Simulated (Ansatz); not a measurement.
Geometry optimisation, RKS CAM-B3LYP-D4/def2-SVP (Ansatz 0.2.0).

The input (input.yaml):

```yaml
crystal:
  periodic: [false, false, false]
  atoms:
    - { symbol: "N", position_ang: [-0.4151, 1.5541, 0.2667] }
    - { symbol: Sn, position_ang: [0.1593, -0.3661, 0.2227] }
    - { symbol: O, position_ang: [1.446, -0.611, -1.25] }
    - { symbol: Cl, position_ang: [-1.6156, -1.7589, -0.1458] }
    - { symbol: H, position_ang: [-1.1936, 1.6602, 0.9789] }
    - { symbol: H, position_ang: [-0.9424, 1.7904, -0.6579] }
    - { symbol: H, position_ang: [0.9347, -0.761, 1.7604] }
    - { symbol: H, position_ang: [1.7189, -1.5649, -1.2309] }
basis:
  gaussian: { orbitals: def2-SVP }
hamiltonian:
  xc: cam_b3lyp
  dispersion: d4
relax:
  f_tol: 0.02
  max_steps: 50
```

Run as:

```bash
$ ansatz run input.yaml --threads 2 --pin off --max-ram 3072MiB --backend cpu --events-out ev --progress --plain --runs-dir out
```

Q: Where does it end, and by what steps?

A: The run converged. After 12 steps the energy has fallen by 0.302 eV; H8 moved furthest, 0.51 Å.

```json
{"step": "0", "energy less start (eV)": "0.0000", "largest force component (eV/Å)": "2.675", "accepted": "yes"}
{"step": "1", "energy less start (eV)": "-0.2235", "largest force component (eV/Å)": "0.968", "accepted": "yes"}
{"step": "2", "energy less start (eV)": "-0.2784", "largest force component (eV/Å)": "0.434", "accepted": "yes"}
{"step": "3", "energy less start (eV)": "-0.2891", "largest force component (eV/Å)": "0.156", "accepted": "yes"}
{"step": "4", "energy less start (eV)": "-0.2951", "largest force component (eV/Å)": "0.207", "accepted": "yes"}
{"step": "5", "energy less start (eV)": "-0.2974", "largest force component (eV/Å)": "0.298", "accepted": "yes"}
{"step": "6", "energy less start (eV)": "-0.3001", "largest force component (eV/Å)": "0.111", "accepted": "yes"}
{"step": "7", "energy less start (eV)": "-0.2015", "largest force component (eV/Å)": "2.102", "accepted": "no"}
{"step": "8", "energy less start (eV)": "-0.3008", "largest force component (eV/Å)": "0.109", "accepted": "yes"}
{"step": "9", "energy less start (eV)": "-0.2965", "largest force component (eV/Å)": "0.559", "accepted": "no"}
{"step": "10", "energy less start (eV)": "-0.3015", "largest force component (eV/Å)": "0.032", "accepted": "yes"}
{"step": "11", "energy less start (eV)": "-0.3016", "largest force component (eV/Å)": "0.040", "accepted": "yes"}
{"step": "12", "energy less start (eV)": "-0.3016", "largest force component (eV/Å)": "0.018", "accepted": "yes"}
```

```xyz
8
Properties=species:S:1:pos:R:3
N -0.454 1.496 0.236
Sn 0.192 -0.393 0.387
O 1.504 -0.578 -1.065
Cl -1.464 -1.998 -0.130
H -1.197 1.776 0.872
H -0.691 1.787 -0.710
H 0.819 -0.754 1.924
H 1.385 -1.393 -1.569
```

Whether the end is a true minimum wasn't checked by a vibrational analysis.

Run time: 23 s on 2 threads of Intel(R) Xeon(R) 6975P-C (Granite Rapids), with other jobs on the host, peak memory 0.26 GiB.
